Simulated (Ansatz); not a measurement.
Reactions of F3ISi, SMILES `F[Si](F)(F)I`.

Isolated molecules relaxed with PBE0-D4/def2-TZVP in Ansatz; ΔE leaves out vibrations. CCSD(T)/CBS is the MP2 limit (def2-TZVPP, def2-QZVPP) plus CCSD(T) − MP2 in def2-TZVPP, frozen cores. This one scheme is used for every species. DFT in def2-TZVPP. B3LYP here is the variant with VWN-RPA as its local correlation; programs differ in this. Elements past krypton have def2 core potentials. For I, Se outer-core shells are correlated without core-valence functions, which leaves a few kJ/mol of doubt a bond. Scalar relativity is left out up to krypton. One conformer a species, not always the lowest.

```json
{"reaction": "`F[Si](F)(F)I` + H₂S → `F[Si](F)(F)S` + HI", "CCSD(T)/CBS(def2) (kJ/mol)": "16"}
{"reaction": "`F[Si](F)(F)I` + H₂Se → `F[Si](F)(F)[SeH]` + HI", "CCSD(T)/CBS(def2) (kJ/mol)": "16"}
{"reaction": "`F[Si](F)(F)I` + `F[Si](F)(F)S` → `F[Si](F)(F)S[Si](F)(F)F` + HI", "CCSD(T)/CBS(def2) (kJ/mol)": "20"}
{"reaction": "`F[Si](F)(F)I` + `ClB(Cl)[SeH]` → `F[Si](F)(F)[SeH]` + `ClB(Cl)I`", "CCSD(T)/CBS(def2) (kJ/mol)": "?"}
```

(1) Fill in the missing values. (An estimate is asked.)

Largest T1 diagnostic: 0.012, for `F[Si](F)(F)S[Si](F)(F)F`.

Answers

(1) The calculation gave: `F[Si](F)(F)I` + `ClB(Cl)[SeH]` → `F[Si](F)(F)[SeH]` + `ClB(Cl)I`: +26.7 kJ/mol.
